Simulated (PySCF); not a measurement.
Run record: geometry optimisation, `C(/C=C)([C@@H](F)C)=C\F`.

Method: B3LYP/def2-SV(P) geometry optimisation, gas phase (PySCF 2.14.0). Start geometry: GFN2-xTB. A driver script takes a list of jobs; this job's settings line and coordinates (Å) are shown.

Input:
```
{"job": {"xc": "B3LYP", "basis": "def2-SV(P)", "grid": 1, "kind": "geom"}, "charge": 0, "multiplicity": 1}
C      1.915096    -0.797432     0.686834
C      1.292861     0.373818     0.759904
C      0.126627     0.782280    -0.008371
C     -0.364359     2.008655     0.177149
F     -1.444219     2.465011    -0.478813
C     -0.564945    -0.161515    -0.965404
C     -1.397678    -1.203213    -0.225316
F      0.357338    -0.803668    -1.772905
H      2.775063    -1.003568     1.300789
H      1.615385    -1.578569     0.011655
H      1.656795     1.130377     1.443791
H      0.033721     2.745330     0.859076
H     -1.200162     0.409781    -1.654284
H     -1.829228    -1.899450    -0.940385
H     -2.198249    -0.705302     0.314027
H     -0.781645    -1.753591     0.480844
```

Output:
```
step   0  E = -432.74675688  max force = 0.011064
step   1  E = -432.74935792  max force = 0.001565
step   2  E = -432.74938572  max force = 0.000561
step   3  E = -432.74938186  max force = 0.001081
step   4  E = -432.74939922  max force = 0.000518
step   5  E = -432.74940223  max force = 0.000323
optimisation converged
```

Energies in Eh; «max force» is the largest Cartesian gradient component in Eh/bohr.

Q: Give the first gradient maximum in eV/Å.

A: With 1 Eh/bohr = 51.422 eV/Å, 0.569 eV/Å.

Q: How much energy does the optimisation release, in kcal/mol?

A: E(step 0) − E(last step) = 0.002645 Eh, which is 1.7 kcal/mol.

Main results: final energy -432.74940 Eh after 5 steps; dipole 1.67 D.

Q: Give the final coordinates.

A: 0.062 Å rms from the input after alignment:
```
atom  x, y, z in Å
C1     2.0490   -0.9738    0.7399
C2     1.3752    0.1861    0.8262
C3     0.2033    0.6006    0.0450
C4    -0.2513    1.8554    0.2119
F5    -1.3195    2.3344   -0.4378
C6    -0.5363   -0.3461   -0.8827
C7    -1.3888   -1.3773   -0.1513
F8     0.3753   -1.0181   -1.6995
H9     2.9110   -1.1551    1.3919
H10    1.7823   -1.7558    0.0243
H11    1.7270    0.9334    1.5513
H12    0.1900    2.5988    0.8851
H13   -1.1761    0.2454   -1.5571
H14   -1.8378   -2.0712   -0.8834
H15   -2.2019   -0.8758    0.4018
H16   -0.7862   -1.9602    0.5651
```

On one thread, AMD EPYC 7R43 (x86_64), on a shared host, this took 31 s and 0.60 GiB of memory at its peak.
Labels such as C1 count atoms from 1, the log's own numbers from 0.
